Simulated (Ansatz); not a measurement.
The cluster Na6Cd⁺. The state is a doublet with charge 1. Geometry PBE/def2-SVP, basis def2-TZVP, Ansatz.

```xyz
7

Cd   -3.5269   -2.4493   -4.3449
Na    0.8578   -0.1296    3.7359
Na   -1.4452   -2.0646    1.5877
Na    0.5578    0.4808    0.2866
Na    2.8853    2.5068    1.9309
Na   -1.7229   -1.3214   -1.7863
Na    2.3942    2.9772   -1.4099
```

| run | HOMO (eV) | LUMO (eV) |
| --- | --- | --- |
| A | -6.31 | -4.95 |
| B | -5.76 | -5.46 |
| C | -6.00 | -5.27 |
| D | -5.91 | -5.50 |
| E | -7.64 | -3.45 |
| F | -5.95 | -5.06 |

In the def2 sets Cd takes a core potential; there is no spin–orbit coupling. LC-ωPBE has ω = 0.4 bohr⁻¹. HSE06 is defined as in plane-wave codes, on full-range PBE exchange. Another isomer (doublet) lies 0.70 eV lower at PBE0/def2-TZVP; other spin states weren't run for this one.

HOMO and LUMO are taken over both spins.

Problem. The runs used BLYP, HSE06, LC-ωPBE, PBE, PBE0, r2SCAN. Estimate which is which.

Solution. A PBE0 (25 % exact exchange); B BLYP (0 % exact exchange); C HSE06 (range-separated); D PBE (0 % exact exchange); E LC-ωPBE (range-separated); F r2SCAN (0 % exact exchange). Exact exchange lowers occupied and raises empty levels; among semilocal functionals meta-GGAs tend to open the gap a little, and such runs are hard to tell apart. The gap grows from 0.30 eV (BLYP) to 4.19 eV (LC-ωPBE). At LC-ωPBE/def2-TZVP, r2SCAN/def2-TZVP the charge 1 doublet is spin-contaminated (final ⟨S²⟩ up to 0.92, 0.75 for a pure state).
